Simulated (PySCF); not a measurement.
Spectroscopy problems

Computational details: B3LYP/pcJ-1 coupling constants (spin–dipole term left out of most H,H and C,H couplings), structure optimised with PBE0-D3(BJ)/def2-SVP, σ from GIAO-PBE0/pcSseg-1, in PySCF 2.14 (gas phase, equivalent nuclei averaged, relativity neglected, single conformer).

Shifts are taken against calculated references (same method and geometry level): TMS for $^{1}$H (31.27 ppm) and $^{13}$C (184.41 ppm). Multiplet labels drop J under 1 Hz and among equivalent protons, and merge close values. Unscaled 3J(H,H) run several per cent high. Shifts are as computed. Against solution values, carbons near 30 ppm lie about +2 ppm off and those near 130 ppm about +5 ppm. Of 1211 compounds with measured shifts, 218 miss one by over three times the rms of a fit or turn the order of signals round; such compounds aren't used in these exercises.

Q: C₅H₉N. $^{1}$H NMR (400 MHz, computed): δ 7.81 (tt, J = 3.7, 2.9 Hz, 1H), 3.73 (m, 2H), 1.91 (m, 2H), 1.47 (m, 2H), 1.40 (m, 2H). $^{13}$C{$^{1}$H} NMR (computed): δ 167.0 (CH), 51.7 (CH2), 31.3 (CH2), 24.5 (CH2), 20.9 (CH2). Identify the compound.

A: 1-piperideine (SMILES C1=NCCCC1). Rings plus π bonds: 2 (1 ring in the answer). 5 carbon signals for 5 carbons: no two carbons are equivalent. Carbon types of the structure: 1 × CH, 4 × CH2, which accounts for all hydrogens. δC 167.0: C=N carbon. δC 51.7: sp3 CH2 bonded to N; the inductive effect lowers its shielding. δC 31.3, 24.5, 20.9: sp3 CH2 in a ring; aliphatic region, no heteroatom directly attached. δH 3.73: hydrogen on an sp3 CH2 bonded to N; its carbon carries N, an electronegative neighbour.

The shifts were computed for this structure.

Q: C₈H₇N. $^{1}$H NMR (600 MHz, computed): δ 7.56 (m, 2H), 7.50 (m, 1H), 7.43 (m, 2H), 3.25 (s, 2H). $^{13}$C{$^{1}$H} NMR (computed): δ 136.7 (C), 135.3 (CH), 135.1 (CH), 134.2 (CH), 122.3 (C), 25.2 (CH2). What is it?

A: Benzyl Cyanide. The formula gives 6 degrees of unsaturation (1 ring in the answer). 6 carbon signals for 8 carbons: some carbons are equivalent by symmetry or fast rotation. Carbon types of the structure: 2 × C, 5 × CH, 1 × CH2, which accounts for all hydrogens. δC 136.7: substituted aromatic carbon. δC 135.3, 135.1, 134.2: aromatic CH; the aromatic region. δC 122.3: nitrile carbon; C≡N carbons fall here, among the sp2 signals but without a proton. δH 3.25: hydrogen on an sp3 CH2 on an aromatic ring; benzylic-type position, deshielded by the ring.

The data come from this structure; uniqueness wasn't tested.
